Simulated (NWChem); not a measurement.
System: cyclopentasilane (Si5H10); SMILES [SiH2]1[SiH2][SiH2][SiH2][SiH2]1

```xyz
15

Si     1.7214     0.9241    -0.3445
Si    -0.3423     1.9472     0.1939
Si    -1.9783     0.2362     0.0172
Si    -0.7944    -1.8054    -0.2263
Si     1.4429    -1.3135     0.3588
H      1.9130     0.9487    -1.8246
H      2.8908     1.6047     0.2816
H     -0.6487     3.1138    -0.6827
H     -0.2962     2.4378     1.6025
H     -2.8732     0.4678    -1.1532
H     -2.8330     0.2097     1.2393
H     -0.8428    -2.2314    -1.6558
H     -1.3801    -2.9034     0.5951
H      1.5920    -1.3810     1.8425
H      2.4278    -2.2552    -0.2460
```
Atoms are numbered in this order, from 1.

Level: B3LYP/6-31G* (spherical d) (NWChem), optimised geometry, unscaled harmonic frequencies. 

### Question
List the harmonic frequencies with IR intensities, and the thermochemistry.

### Answer
| frequency (cm⁻¹) | IR intensity (km/mol) |
|---|---|
| 8 | 0.0 |
| 68 | 0.0 |
| 166 | 4.1 |
| 188 | 0.1 |
| 323 | 10.5 |
| 330 | 1.1 |
| 350 | 10.8 |
| 371 | 0.0 |
| 399 | 1.5 |
| 401 | 1.9 |
| 420 | 1.6 |
| 442 | 1.4 |
| 460 | 0.0 |
| 464 | 0.1 |
| 573 | 1.6 |
| 594 | 2.9 |
| 604 | 0.9 |
| 635 | 0.3 |
| 662 | 1.4 |
| 705 | 0.0 |
| 730 | 2.1 |
| 749 | 323.2 |
| 749 | 319.3 |
| 767 | 3.9 |
| 917 | 0.2 |
| 917 | 47.4 |
| 926 | 202.7 |
| 927 | 203.3 |
| 947 | 1.0 |
| 2209 | 0.9 |
| 2210 | 55.8 |
| 2212 | 173.0 |
| 2213 | 163.5 |
| 2219 | 82.8 |
| 2222 | 89.5 |
| 2229 | 0.2 |
| 2229 | 84.4 |
| 2230 | 75.4 |
| 2236 | 446.8 |

* **zero-point energy**: 54.3 kcal/mol
* **thermal correction to the enthalpy at 298.15 K (with zero-point energy)**: 61.4 kcal/mol
* **heat capacity Cv**: 39.6 cal/(mol K)
* **entropy at 298.15 K and 1 atm (symmetry number 1)**: 102.0 cal/(mol K)
* **dipole moment**: 0.05 D

Rigid rotor and harmonic oscillator; modes under 100 cm⁻¹ make the entropy uncertain.
